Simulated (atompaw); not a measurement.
How hard is this Sr PAW (atompaw) potential?

```
Element                 : Sr
Generator               : atompaw 4.2.0.5
Type                    : PAW
Functional              : LDA (PW92)
Relativity              : scalar-relativistic
Frozen core             : [Ar] 3d10
Valence charge          : 10
Reference configuration : 4s2 4p6 4d0 5s1 5p0 (charge +1)
Partial waves           : 4s (bound): rc 2.45 bohr; 5s (bound): rc 3.00 bohr; 4p (bound): rc 1.65 bohr; 5p (bound, empty): rc 3.00 bohr; 4d (bound, empty): rc 3.00 bohr; 4d channel at 0.2 Ry: rc 3.00 bohr
Local potential         : bessel scheme, radius 2.70 bohr
Core correction         : smooth core density matched at 2.45 bohr
Augmentation charge     : sinc compensation charge, radius 2.55 bohr; PAW radius 3.00 bohr; waves and projectors: custom polynom gramschmidtortho
```

The pseudo-atom Hamiltonian at the reference potential is diagonalised in spherical Bessel functions j_l(qr) that vanish at 20 bohr, with q² up to the cutoff. All-electron valence levels (Ry): 4s -3.4785, 5s -0.6308, 4p -2.1477, 5p -0.4083, 4d -0.5139.

Problem. How do the lowest levels (Ry) of each channel move with the cutoff, and are there ghosts?

Solution.

| cutoff (Ry) | s #1 | s #2 | p #1 | p #2 | p #3 | d #1 | f #1 | Σ f·Δε (mRy) |
| --- | --- | --- | --- | --- | --- | --- | --- | --- |
| 8 | -3.4768 | -0.6306 | -1.8247 | -0.4080 | -0.1328 | -0.5111 | -0.0788 | 1941.7 |
| 10 | -3.4779 | -0.6307 | -2.0394 | -0.4081 | -0.1328 | -0.5134 | -0.0788 | 651.2 |
| 12 | -3.4779 | -0.6308 | -2.1129 | -0.4082 | -0.1329 | -0.5135 | -0.0788 | 209.7 |
| 15 | -3.4782 | -0.6308 | -2.1428 | -0.4082 | -0.1329 | -0.5137 | -0.0788 | 30.0 |
| 18 | -3.4785 | -0.6308 | -2.1466 | -0.4083 | -0.1330 | -0.5139 | -0.0788 | 6.3 |
| 21 | -3.4785 | -0.6308 | -2.1473 | -0.4083 | -0.1330 | -0.5139 | -0.0788 | 2.1 |
| 25 | -3.4785 | -0.6308 | -2.1474 | -0.4083 | -0.1330 | -0.5139 | -0.0788 | 1.8 |
| 30 | -3.4785 | -0.6308 | -2.1475 | -0.4083 | -0.1330 | -0.5139 | -0.0788 | 1.0 |
| 35 | -3.4785 | -0.6308 | -2.1476 | -0.4083 | -0.1330 | -0.5139 | -0.0788 | 0.3 |
| 40 | -3.4785 | -0.6308 | -2.1477 | -0.4083 | -0.1330 | -0.5139 | -0.0788 | 0.1 |
| 45 | -3.4785 | -0.6308 | -2.1477 | -0.4083 | -0.1330 | -0.5139 | -0.0788 | 0.1 |
| 400 | -3.4785 | -0.6308 | -2.1477 | -0.4083 | -0.1330 | -0.5139 | -0.0788 | 0.0 |

Result: no extra level below or beside the all-electron valence levels (s, p, d, f tested); 10 mRy is reached at 18 Ry and 1 mRy at 35 Ry.
